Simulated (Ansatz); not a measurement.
Reaction (redistribution): `[F][Ga]([F])[I]` + `SC1=C[SiH2]1` → `[F][Ga]([F])[SH]` + `IC1=C[SiH2]1`

Program: Ansatz. Geometries: PBE0-D4/def2-TZVP. ΔE: electronic, gas phase. CBS: MP2 limit from def2 TZ/QZ plus the TZ coupled-cluster correction, frozen cores. Elements past krypton have def2 core potentials. For Ga, I outer-core shells are correlated without core-valence functions, which leaves a few kJ/mol of doubt a bond. Scalar relativity is left out up to krypton. One conformer a species, not always the lowest.

```tsv
species	CCSD(T)/CBS(def2) energy (Eh)
`[F][Ga]([F])[I]`	-2421.09887
`SC1=C[SiH2]1`	-765.28983
`[F][Ga]([F])[SH]`	-2522.02273
`IC1=C[SiH2]1`	-664.35092
```

(1) Work out ΔE.

Largest T1 diagnostic among the species: 0.014.

Answers

(1) ΔE = (-2522.02273) + (-664.35092) − (-2421.09887) − (-765.28983) = 0.01505 Eh = +39.5 kJ/mol.

Leaving LDA and LC-ωPBE aside and taking each functional with its dispersion term where it has one, the values, not all of them listed here, spread over 10.1 kJ/mol, from BLYP-D4 to r2SCAN0-D4. LDA lies +3.4 kJ/mol from PBE without D4. At CCSD(T), def2-SVP lies +9.7 kJ/mol from the extrapolated value and def2-TZVPP −0.4 kJ/mol.
